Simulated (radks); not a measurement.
The numbers below are computed, except where a source is named.
Species: the caesium ion Cs23+. Configuration: [Ar] 3d10 4s2 4p2.

Level of theory: Dirac Kohn-Sham, PBE, spin-unpolarised, spherical densities, point nucleus; open shells are shared between the two j in proportion to 2j + 1 (a radial shooting solver on a logarithmic mesh with Libxc functionals).

Energy parts (eV):
total: -205416.21
kinetic: 219161.66
electron-nucleus: -476566.63
Hartree: 56566.56
exchange-correlation: -4577.80

Orbitals (lengths in bohr, moments of r in powers of bohr; <r^-3> diverges for s and p1/2):
orbital      occ.  eigenvalue (eV)  <r^-3>      <r>      <r^4>  small-component weight
1s1/2           2        -36480.13       -  0.02611  2.245e-06                4.12e-02
2s1/2           2        -6304.609       -   0.1115  0.0003741                8.89e-03
2p1/2           2        -5975.419       -  0.09388  0.0002371                8.92e-03
2p3/2           4        -5622.089    5942  0.09975  0.0002886                8.43e-03
3s1/2           2        -1823.815       -   0.2952    0.01493                2.73e-03
3p1/2           2        -1686.911       -   0.2846    0.01392                2.68e-03
3p3/2           4        -1617.197    1202   0.2958    0.01607                2.55e-03
3d3/2           4        -1379.390   196.2   0.2653    0.01220                2.43e-03
3d5/2           6        -1364.334   180.4   0.2688    0.01275                2.40e-03
4s1/2           2        -792.6137       -   0.6221     0.2625                1.04e-03
4p1/2    0.666667        -739.0465       -   0.6280     0.2804                1.00e-03
4p3/2     1.33333        -719.4783   341.9   0.6450     0.3107                9.68e-04

The highest occupied level is 4p3/2 at -719.48 eV. The density falls to 0.001 e/bohr^3 at r = 1.45 bohr.
